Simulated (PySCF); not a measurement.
**Ca⁺: excitation energy**

Ca⁺ [Ar] 4s1 (2S) → Ca⁺ [Ar] 4p1 (2P), as a difference of total energies. Computed with PySCF 2.14 in aug-cc-pwCVQZ-X2C (11s10p8d6f3g, 150 functions), with the spin-free X2C one-electron Hamiltonian (Gaussian nucleus). Correlated levels: valence and next inner shell: [Ne] frozen; nothing frozen. The calculations carry no spin-orbit coupling.

| method | excitation energy (eV) | error (eV) |
| --- | --- | --- |
| UHF | 2.930 | -0.212 |
| LDA | 2.982 | -0.160 |
| PBE | 2.805 | -0.337 |
| PBE0 | 2.842 | -0.300 |
| r2SCAN | 2.745 | -0.397 |
| MP2 (valence and next inner shell) | 3.154 | +0.012 |
| SCS-MP2 (valence and next inner shell) | 3.108 | -0.034 |
| MP2 (all electrons) | 3.155 | +0.013 |
| SCS-MP2 (all electrons) | 3.109 | -0.033 |

Reference: 3.142 eV (measured; NIST levels, between the centres of gravity of the two terms).
